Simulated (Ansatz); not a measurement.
```xyz
11

O    -2.176   -0.317    0.886
Si   -0.628   -0.779    0.595
O     0.532    0.247    1.209
C     1.131    0.937    0.087
Si    0.313   -0.006   -1.379
H    -2.628   -0.709    1.635
H    -0.448   -2.141    1.169
H     0.883    2.001    0.131
H     2.218    0.836    0.142
H     1.252   -0.889   -2.123
H    -0.450    0.821   -2.352
```

Charge 0, multiplicity 1.

Problem. List the PBE/def2-TZVPP orbital energies in eV (the Gaussian-basis code of Ansatz). (Estimate.)

Solution. Computed: Occupied: -1780.32, -1779.44, -510.47, -510.21, -270.12, -137.92, -137.23, -94.69, -94.67, -94.62, -93.97, -93.94, -93.93, -25.37, -24.95, -16.54, -14.25, -12.88, -11.48, -11.08, -10.66, -10.01, -8.71, -8.41, -7.92, -6.91, -6.61, -6.41. Lowest empty: -1.08, -0.77, -0.48, 0.50, 0.68, 1.17, 1.77, 1.88.
